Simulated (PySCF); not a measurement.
Species: CH4O2Si.
Bonds: O1–C2 (double), C2–O3, O3–Si4. Hydrogens: H5 on C2; H6, H7, H8 on Si4.

The same species was optimised twice, with GFN2-xTB and with PBE0-D3(BJ)/def2-SVP (PySCF), and the same property calculations (PySCF, gas phase) were run on both structures.

```
      coordinate  GFN2-xTB  PBE0-D3(BJ)/def2-SVP  change
      O3–Si4 (Å)     1.674                 1.724  +0.050
      Si4–H8 (Å)     1.455                 1.485  +0.030
      Si4–H7 (Å)     1.458                 1.486  +0.028
      Si4–H6 (Å)     1.458                 1.486  +0.028
       C2–O3 (Å)     1.309                 1.329  +0.020
       O1=C2 (Å)     1.194                 1.200  +0.006
       C2–H5 (Å)     1.105                 1.110  +0.005
   C2–O3–Si4 (°)     123.5                 117.6    -5.9
   O3–Si4–H8 (°)      97.7                 102.9    +5.2
   H6–Si4–H8 (°)     114.3                 110.8    -3.5
   H7–Si4–H8 (°)     114.3                 110.9    -3.4
   O3–Si4–H6 (°)     108.7                 110.1    +1.4
   O3–Si4–H7 (°)     108.6                 109.9    +1.3
    O1–C2–O3 (°)     125.5                 124.2    -1.3
    O1–C2–H5 (°)     123.5                 124.5    +1.0
O1–C2–O3–Si4 (°)         0                     0       0
```

Rotational constants: A = 16886, B = 4102, C = 3433 MHz (GFN2-xTB) against A = 15359, B = 4274, C = 3485 MHz (PBE0-D3(BJ)/def2-SVP). Point groups within 0.08 Å: Cs and Cs.

On the GFN2-xTB structure: lowest singlet, TDDFT (eV) 5.85 [PBE0/def2-SVPD]; lowest triplet, Tamm–Dancoff (eV) 5.26 [PBE0/def2-SVPD]; isotropic polarisability (au) 44.9 [PBE0/def2-SVPD]; HOMO (eV) -8.56 [PBE0/def2-SVPD]; LUMO (eV) -0.30 [PBE0/def2-SVPD]; dipole (D) 1.96 [PBE0/def2-SVPD]; HOMO (eV) -8.44 [PBE0/pcSseg-1]; LUMO (eV) -0.09 [PBE0/pcSseg-1]; dipole (D) 1.90 [PBE0/pcSseg-1]; GIAO shielding of O1 (ppm) -127.4 [PBE0/pcSseg-1]; GIAO shielding of C2 (ppm) 21.7 [PBE0/pcSseg-1]; GIAO shielding of O3 (ppm) 149.6 [PBE0/pcSseg-1]; GIAO shielding of Si4 (ppm) 387.8 [PBE0/pcSseg-1].

Q: What do these properties become on the PBE0-D3(BJ)/def2-SVP structure?

A: 
```tsv
property	level	on GFN2-xTB	on PBE0-D3(BJ)/def2-SVP	change
lowest singlet, TDDFT (eV)	PBE0/def2-SVPD	5.85	5.82	-0.03
lowest triplet, Tamm–Dancoff (eV)	PBE0/def2-SVPD	5.26	5.23	-0.03
isotropic polarisability (au)	PBE0/def2-SVPD	44.9	46.1	+1.2
HOMO (eV)	PBE0/def2-SVPD	-8.56	-8.68	-0.12
LUMO (eV)	PBE0/def2-SVPD	-0.30	-0.45	-0.15
dipole (D)	PBE0/def2-SVPD	1.96	1.63	-0.33
energy, GFN2-xTB geometry as zero (kcal/mol)	PBE0/def2-SVPD	0.0	-2.6	-2.6
HOMO (eV)	PBE0/pcSseg-1	-8.44	-8.57	-0.13
LUMO (eV)	PBE0/pcSseg-1	-0.09	-0.25	-0.16
dipole (D)	PBE0/pcSseg-1	1.90	1.56	-0.34
energy, GFN2-xTB geometry as zero (kcal/mol)	PBE0/pcSseg-1	0.0	-2.3	-2.3
GIAO shielding of O1 (ppm)	PBE0/pcSseg-1	-127.4	-136.1	-8.7
GIAO shielding of C2 (ppm)	PBE0/pcSseg-1	21.7	17.9	-3.8
GIAO shielding of O3 (ppm)	PBE0/pcSseg-1	149.6	131.2	-18.4
GIAO shielding of Si4 (ppm)	PBE0/pcSseg-1	387.8	383.5	-4.3
```

The heavy atoms differ by 0.056 Å rms after alignment. Among all bonds O3–Si4 changes most (+0.050 Å). Changes are differences of the printed values. Neither structure is proved a minimum here.

Conformer computed: `[O:1]=[CH:2][O:3][SiH3:4]`: O1–C2–O3–Si4 0°.
